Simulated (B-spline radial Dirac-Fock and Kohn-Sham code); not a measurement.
**Atomic SCF run for Sm**

ΔSCF core binding energies without Breit or QED terms, calculated with a radial atomic solver. Keys: rel is the Hamiltonian (dirac, or spin-free x2c and nr, where L3 and M5 stand for the whole 2p and 3d shells), method is hf or an exchange,correlation pair (spin-unpolarised, also for the hole states), nuc the nuclear model, radius_factor scales its radius, rmax is the box in bohr, h the logarithmic mesh step, order the B-spline order, points the quadrature points per cell, c_factor scales the speed of light, and damp, ndamp, maxit and tol steer the iteration. The run stops when the commutator error falls below 10·tol·max(1, Z/10), or the numerical noise floor, and the energy has settled to about 1e-8 Ha; the virial ratio is −V/T.

Input (task.json):

```json
{"items": [{"Z": 62, "q": 0, "cfg": [[1, 0, 2], [2, 0, 2], [2, 1, 6], [3, 0, 2], [3, 1, 6], [3, 2, 10], [4, 0, 2], [4, 1, 6], [4, 2, 10], [4, 3, 6], [5, 0, 2], [5, 1, 6], [6, 0, 2]], "A": 152, "rrms": 5.0819, "do": "settings", "holes": ["K", "L3", "M5"],
  "settings": [{"rel": "dirac", "method": "hf", "nuc": "fermi", "radius_factor": 100000.0, "rmax": 45.0, "h": 0.3, "order": 8, "points": 10, "c_factor": 1.0, "maxit": 51, "damp": 0.5, "ndamp": 3, "tol": 1e-08}]}]}
```

Command: `python xray2_run.py task.json out`

Ground-state iterations:

```
iter   energy (Ha)        error
   1     -104.46299058  2.59e-01
   2      -67.12021498  1.14e+00
   3     -178.47199603  1.78e-01
   4     -182.47929963  9.30e-02
   5     -183.43006872  6.23e-02
   6     -183.63698324  3.88e-02
   7     -183.94435745  1.02e-02
   8     -183.96831188  8.46e-04
   9     -183.96872414  2.66e-04
  10     -183.96879666  1.35e-04
  11     -183.96880998  4.85e-05
  12     -183.96881153  8.41e-06
  13     -183.96881155  6.18e-07
```

The ground state converged in 13 iterations, with total energy -183.96881 Ha, virial ratio 25.89305 and highest orbital energy -0.69 eV. ΔSCF binding energies: K (1s) 17.56 eV, L3 (2p3/2) 16.65 eV, M5 (3d5/2) 14.85 eV.

Q: One setting is unsound. Which, and why?

A: radius_factor inflates the nucleus far beyond its size, which weakens the binding of the inner electrons. With the default settings (Dirac Hartree-Fock): The ground state converged in 13 iterations, with total energy -10429.14757 Ha, virial ratio 1.92244 and highest orbital energy -4.86 eV. ΔSCF binding energies: K (1s) 47030.7 eV, L3 (2p3/2) 6734.7 eV, M5 (3d5/2) 1085.0 eV.
